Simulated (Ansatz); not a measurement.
Stepwise reaction of `C[CH2][AlH][CH2]C` with hydrogen, as a gas-phase model of exchange steps in deposition or etching. ΔE in kJ/mol; ΔG adds harmonic PBE0-D4 terms to CCSD(T)/CBS, at 1 bar.

Computed with Ansatz on PBE0-D4/def2-TZVP structures; ΔE is electronic, products minus reactants. CCSD(T)/CBS is the MP2 limit (def2-TZVPP, def2-QZVPP) plus CCSD(T) − MP2 in def2-TZVPP, frozen cores. This one scheme is used for every species. Functionals use def2-TZVPP. B3LYP here is the variant with VWN-RPA as its local correlation; programs differ in this. Each species was taken in one conformer, which may not be the lowest.

```
step                                          reaction  PBE-D4  B3LYP-D4  ωB97M-V  CCSD(T)/CBS  ΔG(500 K)
   1  `C[CH2][AlH][CH2]C` + H₂ → `C[CH2][AlH2]` + `CC`   -29.9     -36.2    -34.7        -33.5      -33.0
```

(1) Give the row of step 2, `C[CH2][AlH2]` + H₂ → `[AlH3]` + `CC`. (An estimate is asked.)

(2) By hand: ΔE of the 2 steps together at CCSD(T)/CBS.

Answers

(1) Ansatz gave: 
```csv
step,reaction,PBE-D4,B3LYP-D4,ωB97M-V,CCSD(T)/CBS,ΔG(500 K)
2,`C[CH2][AlH2]` + H₂ → `[AlH3]` + `CC`,-28.6,-35.7,-33.5,-32.9,-18.4
```

(2) (-33.5) + (-32.9) = -66.4 kJ/mol, or -33.2 kJ/mol a step.

In ΔE the steps differ by no more than 0.6 kJ/mol. All are downhill at CCSD(T)/CBS. ΔG lies between -33.0 and -18.4 kJ/mol a step. PBE-D4 differs from CCSD(T)/CBS by 3.6 to 4.3 kJ/mol a step. Isolated molecules leave out the surface, adducts and barriers. Largest T1 diagnostic: 0.009.
